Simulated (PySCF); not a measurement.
**Computed vibrations of [Pr(H2O)2]3+**

[Pr(H2O)2]3+ (singlet in the valence; each metal's 4f electrons, 2 of them, lie in its core potential, out of spins and levels). PySCF 2.14.0, RKS PBE0, Pr lcecp-1-SVP with ECP48, O def2-SVP, H def2-SVP; non-relativistic Hamiltonian with scalar-relativistic core potentials where named; density fitting; no spin-orbit coupling. Central differences of gradients.

```xyz
7

Pr    0.2619    0.0117   -0.0004
O    -0.9877    0.0314    1.9551
H    -0.6653    0.1784    2.8822
H    -1.9596   -0.1134    2.0852
O    -0.9889   -0.1193   -1.9515
H    -0.6665   -0.3319   -2.8655
H    -1.9580    0.0323   -2.0957
```

Run from Python with OMP_NUM_THREADS=2. Where DIIS fails, smearing, a level shift and second-order steps follow.
It took 73 s on 2 threads of Intel(R) Xeon(R) 6975P-C (Granite Rapids), with other jobs on the host.

Q: What are the harmonic wavenumbers and infrared intensities?

A: Negative numbers are unstable modes, those under 60 cm⁻¹ near the noise; a finer grid moves soft modes by up to 10 cm⁻¹.
```tsv
cm⁻¹	km/mol	symmetry
48	2.2	
83	1.9	
105	0.3	
412	7.2	
419	39.3	
636	54.9	
659	111.5	
696	33.7	
710	777.0	
1668	210.1	
1673	76.4	
3517	1187.0	
3532	73.4	
3553	136.4	
3558	873.5
```

Q: Is this a minimum?

A: Yes, within the noise of the softest modes. Ideal gas at 298.15 K and 1 bar: S = 353.8 J/(mol K), Cp = 85.0 J/(mol K), H − H(0 K) = 18.9 kJ/mol (rigid rotor, harmonic modes, spin degeneracy alone, that of the 4f electrons in the core included; the modes under 60 cm⁻¹ make these uncertain).

An lcecp potential fixes the number of 4f electrons, so in runs with it no electron can move into or out of that shell.
